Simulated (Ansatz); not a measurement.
Compare A (`O[CH2][SnH2][SH]`) with its isomer B (`[CH3][SnH]([OH])[SH]`).

Gas-phase electronic energies from Ansatz, PBE0-D4/def2-TZVP geometries. CCSD(T)/CBS adds triple-zeta CCSD(T) − MP2 to the extrapolated MP2 energy (def2 sets, frozen cores). Functionals use def2-TZVPP. B3LYP here is the variant with VWN-RPA as its local correlation; programs differ in this. Elements past krypton have def2 core potentials. For Sn outer-core shells are correlated without core-valence functions, which leaves a few kJ/mol of doubt a bond. Each species was taken in one conformer, which may not be the lowest.

A:

Z-matrix (Å, degrees):
```
C
Sn 1 2.174
O 1 1.404 2 109.8
H 1 1.097 2 108.7 3 123.5
H 1 1.091 2 109.7 3 -118.4
S 2 2.427 1 99.5 3 -33.6
H 2 1.708 1 115.6 3 -147.2
H 2 1.706 1 114.8 3 80.9
H 3 0.967 1 108.4 2 46.2
H 6 1.343 2 93.6 1 93.3
```

B:

Z-matrix (Å, degrees):
```
C
Sn 1 2.121
H 1 1.089 2 110.2
H 1 1.090 2 109.3 3 120.6
H 1 1.090 2 108.8 3 -120.2
O 2 1.968 1 102.9 3 176.9
S 2 2.405 1 113.0 3 60.6
H 2 1.709 1 117.6 3 -62.3
H 6 0.960 2 113.0 1 -166.3
H 7 1.344 2 93.2 1 47.6
```

(1) Which isomer does CCSD(T)/CBS put lower? Give the gap. (Best estimate.)

(2) Give E(B) − E(A) in kcal/mol with PBE-D4, CCSD(T)/def2-TZVPP, r2SCAN-D4, ωB97M-V, B3LYP-D4, HF/def2-TZVPP, MP2/def2-TZVPP. (Estimate.)

Largest T1 diagnostic: 0.012.

## Answers

(1) Computed: B, by 35.2 kcal/mol.

(2) The calculation gave: PBE-D4 -30.6, CCSD(T)/def2-TZVPP -33.7, r2SCAN-D4 -33.2, ωB97M-V -32.8, B3LYP-D4 -32.4, HF/def2-TZVPP -34.9, MP2/def2-TZVPP -36.0. None reverses the order clearly.
